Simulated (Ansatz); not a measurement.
`[O][Si](F)(Cl)Cl` radical, relaxed with UKS PBE0-D4/def2-TZVP in Ansatz from a PBE-D4/def2-SVP geometry. The force threshold is 0.005 eV/Å; the program also tests the step.

The species carries charge 0 and has multiplicity 2.

Start:

```xyz
5

O    -0.960    0.850    1.099
Si   -0.109    0.007   -0.035
F    -0.953   -1.102   -0.858
Cl    1.218   -0.957    1.211
Cl    0.804    1.202   -1.417
```

Task: By how much does the energy fall, and how many steps does the optimiser take? (Best estimate.)

Result: Computed: 8.28 kJ/mol, in 7 steps, 1 of them rejected.

Task: Which bonds change most? (Estimate.)

Result: The calculation gave: Si2–Cl4 from 2.060 to 2.012 Å; Si2–F3 from 1.618 to 1.574 Å; Si2–Cl5 from 2.043 to 2.011 Å; O1–Si2 from 1.650 to 1.643 Å.

Task: Give the relaxed structure. (Best estimate.)

Result: Computed: 
```xyz
5

O    -0.980    0.902    1.004
Si   -0.079   -0.024   -0.012
F    -0.927   -1.089   -0.801
Cl    1.226   -1.003    1.165
Cl    0.760    1.214   -1.356
```
